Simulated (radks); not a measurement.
The numbers below are computed, except where a source is named.
Problem. All-electron atom: Ta5+ in [Xe] 4f14 (the NIST ground configuration). Level of theory: Dirac Kohn-Sham, BLYP, spin-unpolarised, spherical densities, finite nucleus; Fermi nuclear charge, rms radius 5.3507 fm (a radial shooting solver on a logarithmic mesh with Libxc functionals). Some entries of the table are withheld. Estimate them.

orbital,occ.,eigenvalue (hartree),<r^2> (bohr^2)
1s1/2,2,-2473.932,0.0004788
2s1/2,2,-426.5597,0.007317
2p1/2,2,-407.8572,(1)
2p3/2,4,-361.1653,(2)
3s1/2,2,-99.33126,0.04787
3p1/2,2,-90.99849,0.04397
3p3/2,4,-80.94656,0.05059
3d3/2,4,-66.84149,0.03931
3d5/2,6,-64.65146,0.04113
4s1/2,2,-21.92371,0.2379
4p1/2,2,-18.48561,0.2458
4p3/2,4,-16.17033,0.2819
4d3/2,4,-10.51318,0.3096
4d5/2,6,-10.08791,0.3234
5s1/2,2,-4.75647,1.320
5p1/2,2,-3.73521,1.583
5p3/2,4,-3.38870,1.829
4f5/2,6,-3.05284,(3)
4f7/2,8,-2.97940,(4)

Solution. 
(1) 2p1/2 <r^2> (bohr^2): 0.005232
(2) 2p3/2 <r^2> (bohr^2): 0.006435
(3) 4f5/2 <r^2> (bohr^2): 0.4941
(4) 4f7/2 <r^2> (bohr^2): 0.5103
